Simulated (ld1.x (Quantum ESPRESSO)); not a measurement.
# silicon (Si): TM pseudisation with PBE, non-relativistic reference atom.

The input file (ld1.x (Quantum ESPRESSO) 7.5):

```
&input
   title='Si', zed=14., rel=0, dft='PBE', iswitch=3,
   config='[Ne] 3s2 3p0 3d-2',
   nld=3, rlderiv=2.35, eminld=-4.0, emaxld=5.0, deld=0.02
 /
 &inputp
   pseudotype=2, tm=.true., lloc=2,
   nlcc=.true., new_core_ps=.true.,
   file_pseudopw='Si.UPF', file_wfcaegen='ae.wfc', file_wfcncgen='nc.wfc', file_beta='beta', file_chi='chi'
 /
3
3S  1  0   2.00   0.00  1.15  1.15  0.0
3P  2  1   0.00   0.00  1.95  1.95  0.0
3D  3  2  -2.00   0.15  2.15  2.15  0.0
 &test
   configts(1)='3s2 3p0'
 /
```

Command:

```bash
ld1.x < Si.in > Si.out
```

The program printed (shortened: banner, matrices, multipoles, cross overlaps and the repeated all-electron block are left out):

```
Program LD1 v.7.5
     --------------------------- All-electron run ----------------------------

     Si

     atomic number is 14.00
     dft =PBE   lsd =0 sic =0 latt =0  beta=0.20 tr2=1.0E-14
     Exchange-correlation= PBE
                           (   1   4   3   4   0   0   0)
     mesh =1141 r(mesh) = 100.57892 a.u. xmin = -7.00 dx = 0.01250
     1 Ry =  13.60569312 eV

     n l     nl                  e(Ry)          e(Ha)          e(eV)
     1 0     1S 1( 2.00)      -132.5250       -66.2625     -1803.0948
     2 0     2S 1( 2.00)       -11.7704        -5.8852      -160.1441
     2 1     2P 1( 6.00)        -8.5950        -4.2975      -116.9404
     3 0     3S 1( 2.00)        -2.0930        -1.0465       -28.4772
     3 1     3P 1( 0.00)        -1.5079        -0.7539       -20.5157

     final scf error:  8.2E-15 reached in  20 iterations

     Etot =    -576.660891 Ry,    -288.330446 Ha,   -7845.871124 eV

     Ekin =     575.876973 Ry,     287.938486 Ha,    7835.205365 eV
     Encl =   -1356.346045 Ry,    -678.173023 Ha,  -18454.028062 eV
     Eh   =     243.981310 Ry,     121.990655 Ha,    3319.534834 eV
     Exc  =     -40.173129 Ry,     -20.086564 Ha,    -546.583262 eV

     normalization and overlap integrals

     s(1S/1S) =  1.000000  <r> =   0.1116  <r2> =    0.0168  r(max) =   0.0732
     s(2S/2S) =  1.000000  <r> =   0.5691  <r2> =    0.3869  r(max) =   0.4543
     s(2P/2P) =  1.000000  <r> =   0.5367  <r2> =    0.3631  r(max) =   0.3861
     s(3S/3S) =  1.000000  <r> =   1.9556  <r2> =    4.3815  r(max) =   1.7091
     s(3P/3P) =  1.000000  <r> =   2.2343  <r2> =    5.7818  r(max) =   1.9126

     ------------------------ End of All-electron run ------------------------

     --------------------- Generating NC pseudopotential ---------------------

      Generating local pot.: lloc=2, matching radius rcloc =   2.1500

      Computing core charge for nlcc:

       r > 1.15 : true rho core
      Core charge pseudized with two Bessel functions
      Integrated core pseudo-charge :   3.98

      Wfc   3S  rcut= 1.146  Using Troullier-Martins method

      Wfc   3P  rcut= 1.937  Using Troullier-Martins method

     ------------------- End of pseudopotential generation -------------------

     Computing logarithmic derivative in   2.35070
     Computing logarithmic derivative in   2.35070
     Computing the partial wave expansion
     R is outside the sphere for l=    0 j= 0.00
     R is outside the sphere for l=    1 j= 0.00
       no projector for channel:   2

     ---------------------- Testing the pseudopotential ----------------------

     Si

     atomic number is 14.00   valence charge is  4.00
     dft =PBE   lsd =0 sic =0 latt =0  beta=0.20 tr2=1.0E-14
     mesh =1141 r(mesh) = 100.57892 xmin = -7.00 dx = 0.01250

     n l     nl             e AE (Ry)        e PS (Ry)    De AE-PS (Ry)
     1 0     3S   1( 2.00)       -2.09304       -2.09304       -0.00000
     2 1     3P   1( 0.00)       -1.50788       -1.50788       -0.00000

     eps = 2.5E-18  iter =  4

     Etot =    -576.660891 Ry,    -288.330446 Ha,   -7845.871124 eV
     Etotps =   -12.361031 Ry,      -6.180516 Ha,    -168.180398 eV

     Ekin =       1.794157 Ry,       0.897079 Ha,      24.410752 eV
     Encl =      -9.486205 Ry,      -4.743102 Ha,    -129.066389 eV
     Ehrt =       1.837738 Ry,       0.918869 Ha,      25.003705 eV
     Ecxc =      -7.833515 Ry,      -3.916758 Ha,    -106.580406 eV
     (Ecc =      -6.553511 Ry,      -3.276755 Ha,     -89.165054 eV)
     Epseu=       1.326793 Ry,       0.663397 Ha,      18.051939 eV

     ---------------------- End of pseudopotential test ----------------------
```

Generation and configuration tests took about 1.6 s on one core of a shared server CPU.

Transferability test of the new file with ld1.x, input:

```
&input
   title='Si', zed=14., rel=0, dft='PBE', iswitch=2,
   config='[Ne] 3s2 3p0 3d-2'
 /
 &test
   file_pseudo='Si.UPF', nconf=8,
   configts(1)='3s2 3p0',
   configts(2)='3s2 3p2',
   configts(3)='3s2 3p1',
   configts(4)='3s1 3p0',
   configts(5)='3s1 3p3',
   configts(6)='3s2 3p1.5',
   configts(7)='3s1 3p2',
   configts(8)='3s2 3p2.3'
 /
```

```bash
ld1.x < Si.test.in > Si.test.out
```

Pseudopotential blocks of its output, shortened (energy terms left out):

```
     ---------------------- Testing the pseudopotential ----------------------

     n l     nl             e AE (Ry)        e PS (Ry)    De AE-PS (Ry)
     1 0     3S   1( 2.00)       -2.09304       -2.09304       -0.00000
     2 1     3P   1( 0.00)       -1.50788       -1.50788        0.00000

     eps = 6.8E-15  iter =  3

     Etot =    -576.660891 Ry,    -288.330446 Ha,   -7845.871124 eV
     Etotps =   -12.361032 Ry,      -6.180516 Ha,    -168.180404 eV

     ---------------------- End of pseudopotential test ----------------------

          ---------------------- Testing the pseudopotential ----------------------

     n l     nl             e AE (Ry)        e PS (Ry)    De AE-PS (Ry)
     1 0     3S   1( 2.00)       -0.79146       -0.79355        0.00210
     2 1     3P   1( 2.00)       -0.30064       -0.30131        0.00067

     eps = 2.6E-15  iter = 12

     Etot =    -578.406931 Ry,    -289.203465 Ha,   -7869.627199 eV
     Etotps =   -14.108924 Ry,      -7.054462 Ha,    -191.961693 eV
     dEtot_ae =      -1.746039 Ry
     dEtot_ps =      -1.747892 Ry,   Delta E=       0.001853 Ry

     ---------------------- End of pseudopotential test ----------------------

          ---------------------- Testing the pseudopotential ----------------------

     n l     nl             e AE (Ry)        e PS (Ry)    De AE-PS (Ry)
     1 0     3S   1( 2.00)       -1.39536       -1.39742        0.00207
     2 1     3P   1( 1.00)       -0.85753       -0.85875        0.00122

     eps = 2.6E-16  iter =  9

     Etot =    -577.837248 Ry,    -288.918624 Ha,   -7861.876273 eV
     Etotps =   -13.538215 Ry,      -6.769107 Ha,    -184.196796 eV
     dEtot_ae =      -1.176357 Ry
     dEtot_ps =      -1.177183 Ry,   Delta E=       0.000826 Ry

     ---------------------- End of pseudopotential test ----------------------

          ---------------------- Testing the pseudopotential ----------------------

     n l     nl             e AE (Ry)        e PS (Ry)    De AE-PS (Ry)
     1 0     3S   1( 1.00)       -2.89618       -2.89476       -0.00142
     2 1     3P   1( 0.00)       -2.26275       -2.25857       -0.00418

     eps = 7.0E-16  iter =  7

     Etot =    -574.169162 Ry,    -287.084581 Ha,   -7811.969423 eV
     Etotps =    -9.870490 Ry,      -4.935245 Ha,    -134.294860 eV
     dEtot_ae =       2.491729 Ry
     dEtot_ps =       2.490542 Ry,   Delta E=       0.001187 Ry

     ---------------------- End of pseudopotential test ----------------------

          ---------------------- Testing the pseudopotential ----------------------

     n l     nl             e AE (Ry)        e PS (Ry)    De AE-PS (Ry)
     1 0     3S   1( 1.00)       -0.84581       -0.84813        0.00232
     2 1     3P   1( 3.00)       -0.34342       -0.34382        0.00040

     eps = 8.2E-15  iter = 15

     Etot =    -577.910164 Ry,    -288.955082 Ha,   -7862.868345 eV
     Etotps =   -13.610530 Ry,      -6.805265 Ha,    -185.180701 eV
     dEtot_ae =      -1.249273 Ry
     dEtot_ps =      -1.249499 Ry,   Delta E=       0.000226 Ry

     ---------------------- End of pseudopotential test ----------------------

          ---------------------- Testing the pseudopotential ----------------------

     n l     nl             e AE (Ry)        e PS (Ry)    De AE-PS (Ry)
     1 0     3S   1( 2.00)       -1.07906       -1.08131        0.00225
     2 1     3P   1( 1.50)       -0.56500       -0.56607        0.00106

     eps = 1.0E-15  iter =  9

     Etot =    -578.191828 Ry,    -289.095914 Ha,   -7866.700585 eV
     Etotps =   -13.893380 Ry,      -6.946690 Ha,    -189.029065 eV
     dEtot_ae =      -1.530937 Ry
     dEtot_ps =      -1.532348 Ry,   Delta E=       0.001411 Ry

     ---------------------- End of pseudopotential test ----------------------

          ---------------------- Testing the pseudopotential ----------------------

     n l     nl             e AE (Ry)        e PS (Ry)    De AE-PS (Ry)
     1 0     3S   1( 1.00)       -1.44842       -1.45082        0.00240
     2 1     3P   1( 2.00)       -0.90330       -0.90400        0.00071

     eps = 5.9E-15  iter = 13

     Etot =    -577.295691 Ry,    -288.647846 Ha,   -7854.508019 eV
     Etotps =   -12.995440 Ry,      -6.497720 Ha,    -176.811970 eV
     dEtot_ae =      -0.634800 Ry
     dEtot_ps =      -0.634408 Ry,   Delta E=      -0.000392 Ry

     ---------------------- End of pseudopotential test ----------------------

          ---------------------- Testing the pseudopotential ----------------------

     n l     nl             e AE (Ry)        e PS (Ry)    De AE-PS (Ry)
     1 0     3S   1( 2.00)       -0.63640       -0.63831        0.00190
     2 1     3P   1( 2.30)       -0.15878       -0.15918        0.00039

     eps = 2.6E-15  iter = 16

     Etot =    -578.475486 Ry,    -289.237743 Ha,   -7870.559948 eV
     Etotps =   -14.177638 Ry,      -7.088819 Ha,    -192.896594 eV
     dEtot_ae =      -1.814595 Ry
     dEtot_ps =      -1.816606 Ry,   Delta E=       0.002011 Ry

     ---------------------- End of pseudopotential test ----------------------
```
